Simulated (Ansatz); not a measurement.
Gas-phase electronic energies from Ansatz, PBE0-D4/def2-TZVP geometries. CBS: MP2 limit from def2 TZ/QZ plus the TZ coupled-cluster correction, frozen cores. Functionals use def2-TZVPP. B3LYP here is the variant with VWN-RPA as its local correlation; programs differ in this. HSE06 is defined as in plane-wave codes. Elements past krypton have def2 core potentials. For Hf, Se, Te outer-core shells are correlated without core-valence functions, which leaves a few kJ/mol of doubt a bond. Scalar relativity is left out up to krypton. Each species was taken in one conformer, which may not be the lowest.

Reaction (substitution at a C–C bond): `CC[Te]C` + `[Cl][Hf]([Cl])([Cl])[SeH]` → `C[Se][Hf]([Cl])([Cl])[Cl]` + dimethyl telluride

`CC[Te]C`:

Cartesian coordinates in Å:
```
C 0.887 1.188 1.536
C 0.539 0.490 0.237
Te -1.202 -0.750 0.472
C -1.200 -1.431 -1.553
H 1.774 1.816 1.408
H 0.072 1.831 1.876
H 1.103 0.470 2.331
H 0.316 1.206 -0.554
H 1.349 -0.159 -0.097
H -0.276 -1.966 -1.762
H -1.317 -0.586 -2.228
H -2.046 -2.108 -1.668
```

`[Cl][Hf]([Cl])([Cl])[SeH]`:

Cartesian coordinates in Å:
```
Cl -0.115 -2.363 0.526
Hf 0.468 -0.218 -0.145
Cl 0.067 -0.018 -2.424
Cl 2.666 0.283 0.387
Se -0.949 1.483 1.120
H -2.137 0.832 0.535
```

`C[Se][Hf]([Cl])([Cl])[Cl]`:

Cartesian coordinates in Å:
```
C -0.015 -0.035 -1.634
Se -1.579 0.451 -0.530
Hf -0.124 0.072 1.493
Cl 0.636 -2.133 1.470
Cl -1.430 0.501 3.360
Cl 1.706 1.513 1.381
H 0.222 0.818 -2.265
H 0.872 -0.285 -1.045
H -0.287 -0.903 -2.229
```

`C[Te]C`:

Z-matrix (Å, degrees):
```
C
Te 1 2.136
H 1 1.089 2 107.3
H 1 1.088 2 109.8 3 119.0
H 1 1.088 2 109.8 3 -119.0
C 2 2.136 1 94.5 3 -180.0
H 6 1.088 2 109.8 1 61.0
H 6 1.089 2 107.3 1 180.0
H 6 1.088 2 109.8 1 -61.1
```

| level | ΔE (kcal/mol) | difference from CCSD(T)/CBS |
| --- | --- | --- |
| LDA (SPW92) | 1.9 | 1.1 |
| PBE-D4 | 0.4 | -0.4 |
| revPBE-D4 | 0.3 | -0.5 |
| r2SCAN-D4 | 0.6 | -0.2 |
| B97M-V | 0.9 | 0.1 |
| PBE0-D4 | 0.9 | 0.1 |
| B3LYP-D4 | 0.7 | -0.1 |
| r2SCANh-D4 | 0.7 | -0.1 |
| r2SCAN0-D4 | 1.0 | 0.2 |
| HSE06-D4 | 0.9 | 0.1 |
| BHLYP-D4 | 1.2 | 0.4 |
| CAM-B3LYP-D4 | 1.6 | 0.8 |
| ωB97X-V | 1.1 | 0.3 |
| ωB97M-V | 0.7 | -0.1 |
| PBE-QIDH | 0.9 | 0.1 |
| PBE | 0.9 | 0.1 |
| revPBE | 0.9 | 0.1 |
| BLYP | 1.1 | 0.3 |
| r2SCAN | 0.7 | -0.1 |
| PBE0 | 1.4 | 0.6 |
| B3LYP | 1.5 | 0.7 |
| r2SCANh | 0.9 | 0.1 |
| HSE06 | 1.4 | 0.6 |
| BHLYP | 2.1 | 1.3 |
| CAM-B3LYP | 2.1 | 1.3 |
| LC-ωPBE | 1.9 | 1.1 |
| HF/def2-SVP | 5.0 | 4.2 |
| MP2/def2-SVP | 3.7 | 2.9 |
| CCSD/def2-SVP | 4.9 | 4.1 |
| CCSD(T)/def2-SVP | 4.5 | 3.7 |
| HF/def2-TZVPP | 3.1 | 2.3 |
| MP2/def2-TZVPP | -0.4 | -1.2 |
| CCSD/def2-TZVPP | 1.0 | 0.2 |
| CCSD(T)/def2-TZVPP | 0.4 | -0.4 |
| HF/def2-QZVPP | 3.2 | 2.4 |
| MP2/def2-QZVPP | -0.1 | -0.9 |
| SCS-MP2/def2-QZVPP | 0.4 | -0.4 |
| HF/CBS(def2) | 3.2 | 2.4 |
| MP2/CBS(def2) | 0.0 | -0.8 |
| CCSD/CBS(def2) | 1.4 | 0.6 |
| CCSD(T)/CBS | 0.8 | 0 |

Largest T1 diagnostic among the species: 0.014.

In def2-TZVPP, CCSD(T) changes the Hartree–Fock value by −2.7 kcal/mol (the triples alone add −0.6 kcal/mol) and MP2 by −3.5 kcal/mol. The D4 term adds −0.8 kcal/mol with B3LYP and −0.5 kcal/mol with PBE0; it sums over pairs of atoms, weighted by their polarisabilities, and B3LYP, whose exchange is more repulsive, gets the larger term.
